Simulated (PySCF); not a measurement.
H3Si2, SMILES [SiH3][Si] (connectivity only; charge and spin as stated), neutral, multiplicity 2.

The structure is a stationary point at B3LYP-D3(BJ)/def2-TZVP. The isomer is the one that the SMILES or the coordinates give; other isomers of the formula were not compared.

Level of theory: PySCF with TDA-B3LYP/def2-TZVPD.

Vertical excitations. 

Computed excitation energies, oscillator strengths and character:
| state | energy (eV) | λ (nm) | f | main pairs |
|---|---|---|---|---|
| root 1 | 0.22 | 5657 | 0.000 | α HOMO→LUMO 100 % |
| root 2 | 1.29 | 959 | 0.000 | α HOMO−1→LUMO 49 %, β HOMO→LUMO 49 % |
| root 3 | 2.22 | 560 | 0.004 | α HOMO−1→LUMO 49 %, β HOMO→LUMO 49 % |
| root 4 | 2.46 | 504 | 0.003 | β HOMO→LUMO+1 99 % |
| root 5 | 4.23 | 293 | 0.005 | α HOMO→LUMO+1 96 % |
| root 6 | 4.54 | 273 | 0.037 | α HOMO→LUMO+2 98 % |
| root 7 | 4.87 | 255 | 0.001 | α HOMO−3→LUMO 61 %, β HOMO−2→LUMO 33 % |
| root 8 | 5.01 | 248 | 0.002 | α HOMO−2→LUMO 75 %, β HOMO−1→LUMO 15 % |
| root 9 | 5.05 | 246 | 0.032 | α HOMO→LUMO+3 89 % |
| root 10 | 5.08 | 244 | 0.013 | α HOMO→LUMO+4 85 %, β HOMO→LUMO+2 8 % |
Unrestricted roots are not spin-pure.
